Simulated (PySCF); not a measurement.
A structure optimised at PBE-D3(BJ)/def2-SVP, used in a PySCF frequency run:

```
Si
O 1 1.6526
C 2 1.4237 1 124.03
H 3 1.1075 2 107.88 1 175.95
H 3 1.1117 4 108.78 2 -120.68
H 3 1.1121 4 108.80 5 -118.01
Cl 1 2.0564 2 105.57 3 174.30
Cl 1 2.0772 2 111.26 3 56.99
S 1 2.1425 2 109.11 3 -63.73
H 9 1.3621 1 92.93 2 153.24
```

**Question.** Write its SMILES and formula.

**Answer.** CO[Si](S)(Cl)Cl, CH₄Cl₂OSSi

**Question.** What are its rotational constants (standard atomic weights)?

**Answer.** 1.3652, 1.2122, 1.1213 GHz
